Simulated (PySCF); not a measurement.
**Pd: ionisation energy**

Pd [Kr] 4d10 (1S) → Pd⁺ [Kr] 4d9 (2D), as a difference of total energies. All numbers are calculated (PySCF 2.14, a scalar-relativistic core potential, in aug-cc-pwCVDZ-PP with ECP28MDF (6s6p5d3f, 70 functions)). Correlated levels: valence: 4s2 4p6 frozen. The calculations carry no spin-orbit coupling.

```tsv
method	ionisation energy (eV)
UHF	6.278
MP2 (valence)	8.600
SCS-MP2 (valence)	8.364
CCSD (valence)	8.033
CCSD(T) (valence)	8.225
```

Q: How much does correlation contribute at CCSD(T) (valence)?

A: 8.225 − (6.278) = 1.947 eV, measured against UHF.

Errors of the correlated levels include the incompleteness of this basis and the frozen core.

For comparison: 8.512 eV (measured; NIST levels, between the centres of gravity of the two terms).
